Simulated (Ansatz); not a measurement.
Species: CH4BS, charge 0, doublet. CH4BS (SMILES C[B]S, doublet).
B3LYP-D3(BJ)/def2-TZVP minimum from Ansatz (a program for electronic structure):
```xyz
7

B     -0.4897     0.5652     0.0853
C     -1.8246    -0.1423    -0.2590
H     -1.7239    -1.2018    -0.5186
H     -2.3126     0.3683    -1.0949
H     -2.5173    -0.0626     0.5845
S      1.1321    -0.1273     0.1053
H      1.8356     0.9613     0.4705
```
Charge 0, spin multiplicity 2.

Total energies in cc-pV(D+d)Z, 17 correlated electrons, 7 frozen orbitals. UHF or UKS for unpaired electrons; spin-orbit terms are left out. Correlated methods leave the cores frozen. No relativity.

```
method    program  energy (Eh)  minus CCSDT(Q) (mEh)
--------  -------  -----------  --------------------
HF         Ansatz   -462.39895                399.48
MP2        Ansatz   -462.74105                 57.37
CCSD       Ansatz   -462.78444                 13.98
CCSD(T)    Ansatz   -462.79644                  1.99
CCSDT(Q)   Ansatz   -462.79843                  0.00
```

Rough core times of Ansatz's runs on a shared machine: CCSD(T) under 20 s, CCSDT(Q) 5 min.
